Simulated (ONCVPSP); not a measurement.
Potentials for V compared

Generated with ld1.x 7.5 (TM, RRKJ, ultrasoft, PAW), atompaw 4.2 or ONCVPSP 4.0.1. The cutoff is in Ry: for ld1.x and atompaw files where the sum of valence levels is converged to 10 mRy in a Bessel basis, for ONCV files where the hardest occupied wave has 1 mHa per electron of residual kinetic energy. The error is the largest all-electron minus pseudo excitation energy over each file’s own four to seven test configurations (ionisations up to +4, promotions, holes and added fractions of an electron), all of which were solved. The labels leave out finer settings (local radius, basis sizes, second energies), which also bear on the numbers. Spin-polarised tests are not counted. The rows are a selection from randomly drawn settings: files with unsolved tests, undetermined cutoffs or missed reference levels are left out.

A true bound ghost makes a file unfit for plane-wave use even where its test errors are small: the radial tests pick states by their node count and pass the ghost by.

| potential | cutoff (Ry) | largest error (meV) | bound ghosts |
| --- | --- | --- | --- |
| ONCV, PBEsol, scalar-relativistic, rc 1.40/1.60/2.00 (spd), local smoothed, core correction yes, reference 3s2 3p6 3d3.5 4s1.5, qcut 8.4/8.2/7, projectors 2/1/2 | 50 | -30 | none |
| ONCV, PBEsol, scalar-relativistic, rc 2.55/3.50/2.25 (spd), local smoothed, core correction yes, reference 3d3 4s1.75 4p0.25, qcut 2.7/2.8/6.4, projectors 2/2/2 | 34 | +56 | none |
| ONCV, PBE, scalar-relativistic, rc 1.40/1.55/1.40 (spd), local d, core correction yes, reference 3s2 3p6 3d3 4s1.5, qcut 8.6/8.2/11.7, projectors 2/2/0 | 93 | +1.3 | s |
| ONCV, PBEsol, scalar-relativistic, rc 2.55/2.45/2.15/2.15 (spdf), local f, core correction yes, reference 3d3 4s1.5, qcut 2.8/2.9/8.3/5.2, projectors 2/1/2/0 | 47 | -30 | none |
| ONCV, LDA (Perdew-Zunger), scalar-relativistic, rc 1.55/0.90/1.25 (spd), local smoothed, core correction no, reference 3s2 3p6 3d2, qcut 5.8/9.4/12.6, projectors 3/1/2 | 116 | +20 | none |
| ONCV, LDA (Perdew-Zunger), scalar-relativistic, rc 1.45/1.60/1.95 (spd), local smoothed, core correction yes, reference 3s2 3p6 3d3 4s1.75, qcut 6.8/10.6/7.7, projectors 2/2/1 | 46 | -206 | none |
| ONCV, BLYP, scalar-relativistic, rc 1.65/1.05/1.85 (spd), local smoothed, core correction yes, reference 3s2 3p6 3d3 4s2, qcut 6.6/8.5/9.3, projectors 2/2/2 | 60 | +66 | none |

Q: Fill in the row for V: ONCV, PBE, scalar-relativistic, rc 1.75/1.10/2.35 (spd), local smoothed, core correction no, reference 3s2 3p6 3d3 4s1, qcut 7.3/7.7/7, projectors 2/2/2.

A: cutoff 43 Ry, largest error +245 meV, bound ghosts: none.
